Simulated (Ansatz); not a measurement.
C2H4O3, SMILES COC(=O)O.

Geometry: B3LYP-D3(BJ)/def2-SVP. Other conformers were not sampled.

Two levels are set side by side: PBE/def2-SVPD (Ansatz, an electronic-structure program) and CAM-B3LYP/def2-SVPD (Ansatz). Energy differences of separate SCF runs at the same geometry; the states with an electron removed or added have multiplicity 2 and 2. Differences are taken from unrounded values.

```
quantity                             PBE
---------------------------------  -----
vertical ionisation energy (eV)    10.85
vertical singlet–triplet gap (eV)   6.60
```

Task: These are the PBE values. What does CAM-B3LYP give? (The exact figures need the calculation; the answer reports its results.)

Result: 
```tsv
quantity	CAM-B3LYP	PBE minus CAM-B3LYP
vertical ionisation energy (eV)	11.45	-0.60
vertical singlet–triplet gap (eV)	6.63	-0.04
```
